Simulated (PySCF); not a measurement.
**Levels of Se³⁺ from EOM-EA-GCCSD**

Reference: closed-shell Se⁴⁺, [Ar] 3d10 4s2; one electron is added. Calculated with PySCF 2.14, two-component X2C-1e with screened spin-orbit coupling, x2c-TZVPPall-2c with one added diffuse shell each of s, p, d type (7s8p5d1f, 63 functions); frozen [Ne]; all 96 virtual spinors kept. No Breit or QED terms. Binding energies in eV.

```json
{"level": "4p1/2", "Koopmans": "41.982", "second order": "42.770", "EOM-CCSD": "42.703"}
{"level": "4p3/2", "Koopmans": "41.430", "second order": "42.218", "EOM-CCSD": "42.163"}
{"level": "4d3/2", "Koopmans": "23.855", "second order": "25.377", "EOM-CCSD": "23.422"}
{"level": "4d5/2", "Koopmans": "23.811", "second order": "25.342", "EOM-CCSD": "23.335"}
{"level": "5s1/2", "Koopmans": "22.774", "second order": "23.227", "EOM-CCSD": "23.247"}
{"level": "5p1/2", "Koopmans": "18.926", "second order": "19.299", "EOM-CCSD": "19.346"}
{"level": "5p3/2", "Koopmans": "18.777", "second order": "19.144", "EOM-CCSD": "19.193"}
```

Electric-dipole lines between these computed levels:

```tsv
lower	upper	ΔE (eV)	vacuum wavelength (nm)
4p1/2	4d3/2	19.281	64.31
4p1/2	5s1/2	19.455	63.73
4p3/2	4d3/2	18.741	66.16
4p3/2	4d5/2	18.828	65.85
4p3/2	5s1/2	18.916	65.55
4d3/2	5p1/2	4.076	304.2
4d3/2	5p3/2	4.229	293.2
4d5/2	5p3/2	4.142	299.4
5s1/2	5p1/2	3.901	317.8
5s1/2	5p3/2	4.054	305.8
```

In EOM-CCSD the overlap with the one-orbital guess is low for 4d3/2 (weight 0.75), 4d5/2 (weight 0.79). That can mean mixing with two-particle, one-hole states, where second order and EOM-CCSD lose accuracy, or only a rotation among the degenerate components of the shell; the terms of those configurations are not listed.

For comparison, the ionisation energy of Se³⁺ is 42.947 eV (measured; NIST Atomic Spectra Database, ionization energies).

The highest levels are limited by the diffuse functions of the basis.
